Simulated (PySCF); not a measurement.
Fluorine: a sound run and one with changed settings

Sound run: F⁺ [He] 2s2 2p4, F²⁺ [He] 2s2 2p3. Calculation: PySCF 2.14, in def2-TZVP; no relativity, point nucleus. The sound run starts from symmetry-adapted Hartree-Fock orbitals and uses a fine grid where one is needed.

Changed run: 6 angular points. This setting is unsound on purpose.

```
species  method  sound run (hartree)  changed run (hartree)  converged
     F⁺     UHF            -98.83647              -98.83647        yes
     F⁺    TPSS            -99.13388             -100.41131        yes
     F⁺     LDA            -98.44875              -99.45592        yes
    F²⁺     UHF            -97.60872              -97.60872        yes
    F²⁺    TPSS            -97.83025              -98.75509        yes
    F²⁺     LDA            -97.15307              -97.87478        yes
```

Ionisation energy of F⁺:

| method | sound run (eV) | changed run (eV) |
| --- | --- | --- |
| UHF | 33.409 | 33.409 |
| TPSS | 35.474 | 45.068 |
| LDA | 35.257 | 43.025 |

A coarse angular grid integrates products of high-l functions wrongly, so density functionals can shift, and the SCF can exploit the error; Hartree-Fock and MP2 need no grid.

For comparison, NIST gives 34.971 eV between the lowest levels.
